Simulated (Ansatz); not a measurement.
## Reading a saddle point

A first-order saddle point of SnSiH$_{7}$Cl, closed shell, PBE0-D4/def2-TZVP, with one imaginary mode of 974i cm⁻¹:

```csv
atom,x (Å),y (Å),z (Å)
Sn1,-0.7684,1.0555,-0.5520
Si2,0.4726,-1.3582,0.3322
H3,0.0081,1.8841,-1.8039
H4,-1.7350,1.8742,0.5671
H5,-1.6946,-0.2386,-1.2376
H6,0.7799,0.3550,0.5820
Cl7,1.4019,1.8870,1.0517
H8,1.6391,-1.6888,1.1885
H9,0.6739,-1.8692,-1.0462
H10,-0.7776,-1.9011,0.9182
```

Program: Ansatz 0.2.0. Basis: def2-TZVPP and def2-QZVPP. Cores are frozen in the correlated methods. Filled d shells of the heavier atoms are correlated. Core potentials replace the inner electrons of the atoms past krypton. The def2 sets are not built for correlating such inner shells, so the correlated values are less sure here. Extrapolation: Hartree–Fock as exp(−7.88 √X), correlation as X^−2.97.

**Question.** Which contacts change along the imaginary mode, and what lies on either side? (Judge from chemistry; the calculation decides.)

**Answer.** The calculation gives: The step is SnSiH₆ ([SiH3][SnH3]) + HCl → SnH₃Cl ([Cl][SnH3]) + SiH₄, with the molecules in contact on both sides. Shortening one way: Sn1–Cl7, Si2–H6; lengthening the same way: Sn1–Si2, H6–Cl7.
```csv
pair,one side (Å),saddle (Å),other side (Å)
Sn1–Cl7,4.00,2.82,2.33
Si2–H6,3.12,1.76,1.48
Sn1–Si2,2.56,2.85,4.52
H6–Cl7,1.28,1.72,3.31
```

**Question.** Which side is lower, and how far does the saddle lie above each? (To be estimated.)

**Answer.** The calculation gives: The side with Sn1–Cl7, Si2–H6 short is lower by 61.2 kJ/mol; the saddle lies 215.5 kJ/mol above it and 154.4 kJ/mol above the other (CCSD(T) at an estimated basis limit (MP2 extrapolated from triple and quadruple zeta, plus CCSD(T) − MP2 in triple zeta); electronic energies).

No T1 diagnostic of these runs exceeds 0.015. The end structure is not quite a true minimum (one mode of 36i cm⁻¹).

Labels in which every atom is bracketed show which atoms are joined, not bond orders.

For scale, one of the runs: CCSD(T)/def2-TZVPP, 232 basis functions, launched by `ansatz run in.yaml --threads 4 --pin off --events-out ev --progress --plain --max-ram 9574MiB`. The run took 96 s on 4 CPU threads of an Arm Neoverse V2 (shared host), with 4.1 GiB of host memory at its peak.
